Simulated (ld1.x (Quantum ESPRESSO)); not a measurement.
zirconium (Zr), TM: configuration errors across variants

zirconium (Zr), norm-conserving Troullier–Martins (Kleinman–Bylander form), made with ld1.x (Quantum ESPRESSO) 7.5 (Wu–Cohen, scalar-relativistic). Core [Ar] 3d10 4s2, reference 4p6 4d2 5s1.75 5p0 (charge +0.25). Waves: 5s (bound): rc 2.45 bohr; 4p (bound): rc 1.85 bohr; 4d (bound): rc 2.10 bohr. Local part: the d channel. Core correction: Bessel-smoothed model core, default radius (core density twice the valence density).

All-electron excitation energies from the reference (eV): (1) 4p6 4d2 5s2 5p0 -1.283; (2) 4p6 4d2 5s1 5p0 5.899; (3) 4p6 4d2 5s0 5p0 18.767; (4) 4p6 4d2 5s0 5p2 5.021; (5) 4p6 4d1 5s0 5p0 41.347; (6) 4p6 4d3 5s0 5p0 6.256; (7) 4p5 4d2 5s2 5p0 36.692.

A true bound ghost makes a file unfit for plane-wave use even where its test errors are small: the radial tests pick states by their node count and pass the ghost by.

Errors AE − PS in meV (a dash: test not solved or not reliable):

```csv
change,(1),(2),(3),(4),(5),(6),(7),bound ghosts
base,+0.2,-1.9,-16,-4.7,+9.6,-43,-130,s
wave 4p (bound): rc 1.85 bohr becomes 4p (bound): rc 1.28 bohr,+0.2,-1.9,-16,-32,+8.8,-44,-112,s
wave 4p (bound): rc 1.85 bohr becomes 4p (bound): rc 1.64 bohr,+0.2,-1.9,-16,-21,+9.1,-44,-120,s
wave 4p (bound): rc 1.85 bohr becomes 4p (bound): rc 1.94 bohr,+0.1,-1.9,-16,+3.6,+9.9,-43,-134,s
wave 4p (bound): rc 1.85 bohr becomes 4p (bound): rc 2.04 bohr,+0.2,-1.9,-16,+12,+10,-43,-139,s
wave 4p (bound): rc 1.85 bohr becomes 4p (bound): rc 2.38 bohr,+0.2,-1.9,-16,+26,+11,-43,-147,s
wave 4p (bound): rc 1.85 bohr becomes 4p (bound): rc 2.56 bohr,+0.1,-1.9,-16,+18,+10,-43,-143,s
wave 4p (bound): rc 1.85 bohr becomes 4p (bound): rc 2.80 bohr,+0.1,-1.8,-15,-24,+9.0,-44,-124,s
```

Q: Give the same row for: wave 4p (bound): rc 1.85 bohr becomes 4p (bound): rc 1.48 bohr.

A: +0.2, -1.9, -16, -29, +8.9, -44, -115; bound ghosts: s.
